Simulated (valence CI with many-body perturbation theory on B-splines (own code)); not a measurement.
**Yb⁶⁴⁺: electric-dipole lines**

Computed by relativistic CI+MBPT: four valence electrons over a frozen Dirac-Fock core [He], radial functions for each j: 11 s, 11 p, 10 d, 8 f, 5 g, 2 h, with the one-electron correlation potential Σ1, the two-electron term Σ2, the three-electron term Σ3, Breit, model QED; selected CI, second order for the rest, scaled by the run's own slope (own B-spline code, finite nucleus).

No measured spectrum was set against this ion. As an estimate, large intervals hold to a few tenths of a per cent, small ones and those within an open d or f shell to about a per cent. Among the levels kept, up to 1100 cm⁻¹ of a level comes from second order outside the variational space, and about a tenth of that is noise between levels of different J, which matters for small intervals.

Lines 51 to 100 of 533 in falling wavelength, among levels below 12474 eV, chosen from the strongest by gf and those to the six lowest levels. Wavelengths and rates use the calculated energies. Electric multipoles are in the length gauge, E1 and E2 with the static RPA response of the core. Weak lines are less certain than strong ones. Lines between different terms over intervals too small for the method are left out, as are lines whose strength nearly cancels. The highest levels of a list are the least certain.

Levels are named by their leading jj configuration (3d3/2^4 stands for four electrons in 3d with j = 3/2), which in mixed levels can hold well under half, so a name can repeat and another be missing. Letters in brackets count levels of one name in rising energy.

```
λ vac (Å)                           Upper                           Lower   A (s⁻¹)  S (a.u.) with core polarisation  S without
    31.28  (2s 2p1/2 2p3/2 3d3/2) J=1 [b]  (2s 2p1/2 2p3/2 3p1/2) J=2 [b]  4.97e+11                         2.25e-02   2.25e-02
    31.23  (2s 2p1/2 2p3/2 3p3/2) J=1 [a]     (2s 2p1/2 2p3/2 3s) J=1 [a]  5.76e+11                         2.60e-02   2.60e-02
    31.20          (2s 2p1/2^2 3p3/2) J=1             (2s 2p1/2^2 3s) J=0  4.93e+11                         2.22e-02   2.22e-02
    31.16   (2p1/2 2p3/2^2 3p3/2) J=2 [a]      (2p1/2 2p3/2^2 3s) J=1 [a]  2.94e+11                         2.20e-02   2.20e-02
    31.15          (2s^2 2p3/2 3d3/2) J=2          (2s^2 2p3/2 3p1/2) J=1  2.50e+11                         1.86e-02   1.86e-02
    31.11       (2p1/2^2 2p3/2 3d3/2) J=2       (2p1/2^2 2p3/2 3p1/2) J=2  2.06e+11                         1.53e-02   1.53e-02
    31.10      (2s 2p3/2^2 3d3/2) J=3 [a]          (2s 2p3/2^2 3p1/2) J=3  2.98e+11                         3.10e-02   3.10e-02
    31.08          (2s 2p1/2^2 3d3/2) J=1          (2s 2p1/2^2 3p1/2) J=0  3.39e+11                         1.51e-02   1.51e-02
    31.02      (2s 2p3/2^2 3d3/2) J=2 [a]      (2s 2p3/2^2 3p1/2) J=2 [a]  4.22e+11                         3.11e-02   3.11e-02
    31.00       (2p1/2^2 2p3/2 3d3/2) J=2       (2p1/2^2 2p3/2 3p1/2) J=1  2.24e+11                         1.65e-02   1.65e-02
    30.94   (2p1/2 2p3/2^2 3d3/2) J=2 [a]   (2p1/2 2p3/2^2 3p1/2) J=2 [a]  2.42e+11                         1.77e-02   1.77e-02
    30.94      (2s 2p3/2^2 3p3/2) J=1 [a]         (2s 2p3/2^2 3s) J=2 [a]  7.79e+11                         3.42e-02   3.42e-02
    30.90      (2s 2p3/2^2 3d3/2) J=3 [a]      (2s 2p3/2^2 3p1/2) J=2 [a]  2.20e+11                         2.24e-02   2.24e-02
    30.87          (2s 2p3/2^2 3d3/2) J=4          (2s 2p3/2^2 3p1/2) J=3  5.02e+11                         6.56e-02   6.56e-02
    30.84      (2s 2p3/2^2 3p3/2) J=3 [b]         (2s 2p3/2^2 3s) J=2 [b]  7.89e+11                         7.99e-02   7.99e-02
    30.83      (2s 2p3/2^2 3d3/2) J=2 [c]      (2s 2p3/2^2 3p1/2) J=2 [b]  2.19e+11                         1.58e-02   1.58e-02
    30.76  (2s 2p1/2 2p3/2 3d3/2) J=3 [c]  (2s 2p1/2 2p3/2 3p1/2) J=2 [c]  4.06e+11                         4.08e-02   4.08e-02
    30.74      (2s 2p3/2^2 3d3/2) J=1 [a]      (2s 2p3/2^2 3p1/2) J=2 [a]  5.69e+11                         2.45e-02   2.45e-02
    30.73          (2s^2 2p3/2 3p3/2) J=1             (2s^2 2p3/2 3s) J=1  6.28e+11                         2.70e-02   2.70e-02
    30.69          (2s^2 2p3/2 3d3/2) J=3          (2s^2 2p3/2 3p1/2) J=2  5.12e+11                         5.11e-02   5.11e-02
    30.68      (2s 2p3/2^2 3d3/2) J=2 [c]      (2s 2p3/2^2 3p1/2) J=1 [a]  2.23e+11                         1.59e-02   1.59e-02
    30.67       (2p1/2 2p3/2^2 3d3/2) J=4       (2p1/2 2p3/2^2 3p1/2) J=3  4.95e+11                         6.34e-02   6.34e-02
    30.65  (2s 2p1/2 2p3/2 3d3/2) J=3 [a]  (2s 2p1/2 2p3/2 3p1/2) J=2 [a]  4.61e+11                         4.58e-02   4.58e-02
    30.65   (2p1/2 2p3/2^2 3p3/2) J=3 [a]      (2p1/2 2p3/2^2 3s) J=2 [a]  7.64e+11                         7.60e-02   7.60e-02
    30.63  (2s 2p1/2 2p3/2 3p3/2) J=2 [b]     (2s 2p1/2 2p3/2 3s) J=2 [b]  5.09e+11                         3.61e-02   3.61e-02
    30.58          (2s^2 2p1/2 3d3/2) J=2          (2s^2 2p1/2 3p1/2) J=1  5.09e+11                         3.59e-02   3.59e-02
    30.57          (2s 2p1/2^2 3d3/2) J=2          (2s 2p1/2^2 3p1/2) J=1  4.94e+11                         3.48e-02   3.48e-02
    30.56       (2p1/2^2 2p3/2 3p3/2) J=1          (2p1/2^2 2p3/2 3s) J=1  4.41e+11                         1.87e-02   1.87e-02
    30.56      (2s 2p1/2 2p3/2 3d3/2) J=4      (2s 2p1/2 2p3/2 3p1/2) J=3  4.85e+11                         6.16e-02   6.16e-02
    30.56   (2p1/2 2p3/2^2 3d3/2) J=2 [c]   (2p1/2 2p3/2^2 3p1/2) J=1 [b]  4.60e+11                         3.24e-02   3.24e-02
    30.55  (2s 2p1/2 2p3/2 3d3/2) J=2 [a]  (2s 2p1/2 2p3/2 3p1/2) J=1 [a]  2.55e+11                         1.79e-02   1.79e-02
    30.53       (2p1/2^2 2p3/2 3d3/2) J=3       (2p1/2^2 2p3/2 3p1/2) J=2  4.64e+11                         4.56e-02   4.56e-02
    30.51  (2s 2p1/2 2p3/2 3p3/2) J=3 [c]     (2s 2p1/2 2p3/2 3s) J=2 [c]  6.72e+11                         6.59e-02   6.59e-02
    30.49   (2p1/2 2p3/2^2 3d3/2) J=3 [a]   (2p1/2 2p3/2^2 3p1/2) J=2 [a]  4.42e+11                         4.33e-02   4.33e-02
    30.47   (2p1/2 2p3/2^2 3p3/2) J=3 [b]          (2p1/2 2p3/2^2 3s) J=3  3.71e+11                         3.63e-02   3.63e-02
    30.46   (2p1/2 2p3/2^2 3d3/2) J=1 [a]   (2p1/2 2p3/2^2 3p1/2) J=1 [a]  4.14e+11                         1.73e-02   1.73e-02
    30.43      (2s 2p3/2^2 3d3/2) J=3 [b]      (2s 2p3/2^2 3p1/2) J=2 [b]  3.02e+11                         2.94e-02   2.94e-02
    30.43  (2s 2p1/2 2p3/2 3p3/2) J=2 [c]     (2s 2p1/2 2p3/2 3s) J=1 [c]  6.76e+11                         4.70e-02   4.70e-02
    30.40       (2p1/2 2p3/2^2 3p3/2) J=4          (2p1/2 2p3/2^2 3s) J=3  6.73e+11                         8.40e-02   8.40e-02
    30.40   (2p1/2 2p3/2^2 3p3/2) J=2 [a]      (2p1/2 2p3/2^2 3s) J=2 [a]  3.16e+11                         2.19e-02   2.19e-02
    30.37  (2s 2p1/2 2p3/2 3d3/2) J=1 [a]  (2s 2p1/2 2p3/2 3p1/2) J=1 [a]  4.52e+11                         1.88e-02   1.88e-02
    30.34   (2p1/2 2p3/2^2 3d3/2) J=2 [a]   (2p1/2 2p3/2^2 3p1/2) J=1 [a]  2.32e+11                         1.60e-02   1.60e-02
    30.25          (2s^2 2p3/2 3d3/2) J=1          (2s^2 2p3/2 3p1/2) J=1  4.38e+11                         1.80e-02   1.80e-02
    30.19          (2s 2p3/2^2 3p3/2) J=4             (2s 2p3/2^2 3s) J=3  8.20e+11                         1.00e-01   1.00e-01
    30.19      (2s 2p3/2^2 3d3/2) J=1 [c]      (2s 2p3/2^2 3p1/2) J=1 [a]  3.33e+11                         1.36e-02   1.36e-02
    30.15          (2s^2 2p3/2 3p3/2) J=3             (2s^2 2p3/2 3s) J=2  8.26e+11                         7.82e-02   7.82e-02
    30.14  (2s 2p1/2 2p3/2 3p3/2) J=3 [a]     (2s 2p1/2 2p3/2 3s) J=2 [a]  7.66e+11                         7.24e-02   7.24e-02
    30.12       (2p1/2^2 2p3/2 3d3/2) J=1       (2p1/2^2 2p3/2 3p1/2) J=1  3.95e+11                         1.60e-02   1.60e-02
    30.11  (2s 2p1/2 2p3/2 3p3/2) J=2 [a]     (2s 2p1/2 2p3/2 3s) J=1 [a]  3.67e+11                         2.47e-02   2.47e-02
    30.04   (2p1/2 2p3/2^2 3p3/2) J=1 [c]          (2p1/2 2p3/2^2 3s) J=0  5.35e+11                         2.15e-02   2.15e-02
```
